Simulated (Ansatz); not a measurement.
Input for Ansatz (a program for electronic structure): R-r2SCAN/def2-TZVPPD on CH8GeO (a complex), monomers drawn apart or pushed together. Files ending in .json are basis or fitting sets from the Basis Set Exchange.

Ansatz 0.2 input:
```yaml
crystal:
  periodic: [false, false, false]
  atoms:
    - {symbol: C, position_ang: [-0.44998375, 0.17170259, 0.48867825]}
    - {symbol: O, position_ang: [0.79079455, 0.28184996, 1.17473437]}
    - {symbol: H, position_ang: [-1.25318139, 0.70804204, 1.00507366]}
    - {symbol: H, position_ang: [-0.70256932, -0.88704816, 0.46579180]}
    - {symbol: H, position_ang: [-0.38136734, 0.53591060, -0.54148981]}
    - {symbol: H, position_ang: [1.04205003, 1.21009986, 1.21463627]}
    - {symbol: Ge, position_ang: [-0.11431440, -0.36658761, 6.79112971]}
    - {symbol: H, position_ang: [-0.65832933, -1.56092663, 5.99844045]}
    - {symbol: H, position_ang: [-0.70729298, 0.94127059, 6.24298699]}
    - {symbol: H, position_ang: [1.41658733, -0.32136806, 6.72725382]}
    - {symbol: H, position_ang: [-0.54832823, -0.50788475, 8.26375599]}
basis:
  gaussian:
    orbitals: def2-TZVPPD.json
hamiltonian:
  xc: {name: r2SCAN}
scf: {lower_state_search: off}
```

The head of its log:

```
WARN ansatz: RAYON_NUM_THREADS=2 ignored (pool sized by the plan → 2); use --threads N
Functional definition: r2SCAN
these checks for a lower state are left out or cut short: stability, starts, cluster_reference, orbital_swaps, neighbouring_geometries, increment
integrals: 0.16 GiB planned
1203 factors; their error is unknown
mean field: 1.16 GiB planned
mean field evaluation 1: about -59724.9866 eV, gradient 5.8e1 eV
mean field evaluation 2: about -59715.9523 eV, gradient 9.0e1 eV
```

Problem. Give the final energy of this run.

Solution. -2195.0823 hartree.
